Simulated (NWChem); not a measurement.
Molecule: InN₂H₅O; SMILES [OH][In]([NH2])[NH2]

```xyz
9

In    -0.0167     0.0020    -0.0230
O      1.9600    -0.3240     0.0410
H      2.4642     0.4809     0.2001
N     -1.1283    -1.6897     0.1157
H     -0.6310    -2.5352    -0.1535
H     -2.0288    -1.6837    -0.3558
N     -0.7082     1.9134     0.1171
H     -1.6725     2.0519    -0.1754
H     -0.1370     2.6157    -0.3470
```
Atoms are numbered in this order, from 1.

Results from NWChem. Structure relaxed at the PBE0/def2-SVP (def2 core potentials past Kr) level.

### Question
Estimate the computed values for PBE/3-21G, non-relativistic. Quantities: highest occupied level (eV); orbital gap (eV); dipole (D).

### Answer
```yaml
highest occupied level (eV): -4.48
orbital gap (eV): 3.17
dipole (D): 2.89
```
